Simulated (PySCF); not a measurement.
C₂H₄Cl₂, singlet, geometry from GFN2-xTB. Base run: DF-B3LYP/pcseg-0 (PySCF).

Here is a job for PySCF.
```python
from pyscf import gto, scf, dft

mol = gto.Mole()
mol.atom = '''
    C    -1.61498360   -0.56133040    0.30507019
    C    -0.17873453   -0.14046863    0.51016816
    Cl    0.91867628   -1.17800888   -0.43701250
    Cl    0.05348245    1.55551727    0.01251511
    H    -1.88972548   -0.47586995   -0.74339344
    H    -1.74153944   -1.59452356    0.62060197
    H    -2.27012343    0.07550472    0.89523765
    H     0.13699873   -0.21195951    1.55257940
'''
mol.basis = 'pcseg-0'
mol.verbose = 4
mol.max_memory = 1800
mol.build()

mf = dft.RKS(mol)
mf.xc = 'b3lyp'
mf = mf.density_fit(auxbasis='def2-universal-jkfit')
mf.kernel()
```

The job was repeated with other settings on one machine. Differences are taken from the largest basis of the pcseg family in the series, which isn't the basis-set limit (pcseg-3: -8.354 eV). The cheapest run took around 6 core-seconds (rough).

```tsv
setting	basis functions	cost, times the cheapest (rough)	difference in HOMO energy (eV)
pcseg-0	52	1	0.079
pcseg-1	84	2	-0.051
pcseg-2	184	3	0.001
pcseg-3	380	7	reference
```

Times come from a shared machine, hold the start-up and are rough.
